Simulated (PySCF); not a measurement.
H6BrNSi2, SMILES Br[SiH2][SiH2]N at its CAM-B3LYP/def2-SVP optimised geometry (Å):

```
10

N      2.0880    -1.1083     0.0000
Si     0.3557    -1.1083     0.0000
Si    -0.3745     1.1188     0.0000
Br    -2.6086     1.1280    -0.2334
H      2.5961    -1.9042     0.3713
H      2.6086    -0.6666    -0.7501
H     -0.3099    -1.8039    -1.1451
H     -0.0903    -1.7738     1.2543
H      0.1990     1.9042    -1.1277
H     -0.0493     1.8240     1.2682
```

Method: CAM-B3LYP/def2-TZVP (PySCF).

Map of the log10 of the electron density (e/bohr³), floored at −4 on the plane z = 0.8 Å:

```
|                           |
|                           |
|                           |
|                           |
|    .......::::.           |
|   .:----:-====-:          |
|  .-==+====+***=-.         |
| .:=+****+*#%%#*=:         |
| :-+*####*#%@@%#+-.        |
| :=+#%%%%##%@@%#+-.        |
| :=*#%@%%##%@@%*+-:.       |
| :=+#%%%%###%%#*+=--:.     |
| :-+*#%##**#%%#*+++==-:    |
| .-=+****+*##%#*****+=-.   |
|  :-==++==+*#%####%##+=:   |
|   .:----=+*%%%##%@@%*=-.  |
|    ..:::-+#%@@%%%@@%#+-.  |
|       .:-+#@@@%#%%@%#+-.  |
|        .-+#@@@#**#%%#+-.  |
|        .-+*#%#*++*##*=:   |
|         :-+***+===++=-.   |
|         .:-===-:::--:.    |
|           .:::..  ..      |
|                           |
|                           |
|                           |
|                           |
```
Scale: ten equal steps from -4.00 (start of ' ') to -0.834 (end of '@'), in the order ' .:-=+*#%@'; x runs from -5.00 to 5.00, y from -5.00 (bottom) to 5.00 (top).
